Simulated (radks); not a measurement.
All-electron atom: the magnesium ion Mg7+ in 1s1 2s2 2p2 (not the ground configuration).

All-electron calculation, scalar-relativistic Kohn-Sham, PBEsol, spin-polarised, spherical densities, finite nucleus; open shells are filled with parallel spins first; Fermi nuclear charge, rms radius 3.057 fm. Program: a radial shooting solver on a logarithmic mesh with Libxc functionals.

Energy parts (eV):
total: -3383.774
kinetic: 3390.468
electron-nucleus: -7278.786
Hartree: 731.138
exchange-correlation: -226.594

Orbitals (lengths in bohr, moments of r in powers of bohr; r(max) is where P^2 peaks; r(90%) holds 90 % of the orbital's charge):
\begin{tabular}{lrrrrrr}
orbital & occ. & eigenvalue (eV) & r(90%) & <r> & <r^4> & r(max) \\ \hline
1s up & 1 & -1631.895 & 0.225 & 0.1265 & 0.001174 & 0.08342 \\
1s down & 0 & -1558.202 & 0.229 & 0.1282 & 0.001257 & 0.08408 \\
2s up & 1 & -286.5937 & 0.867 & 0.5634 & 0.2365 & 0.4757 \\
2s down & 1 & -274.0893 & 0.890 & 0.5774 & 0.2617 & 0.4862 \\
2p up & 2 & -264.1553 & 0.798 & 0.4911 & 0.1699 & 0.3813 \\
2p down & 0 & -248.4367 & 0.831 & 0.5118 & 0.1999 & 0.3978 \\
\end{tabular}

The highest occupied level is 2p up at -264.16 eV. The configuration is held as typed, so some empty levels lie below it. Summed over all electrons, <r^2> = 1.374 bohr^2, which gives a Langevin (diamagnetic) susceptibility term of -1.09 x 10^-6 cm^3/mol. Spin moment in Bohr magnetons: 3. The electron density at the nucleus is 681.5 e/bohr^3 (large components only). The spin density at the nucleus is 576.7 e/bohr^3 (1s 574.0, 2s 2.7).
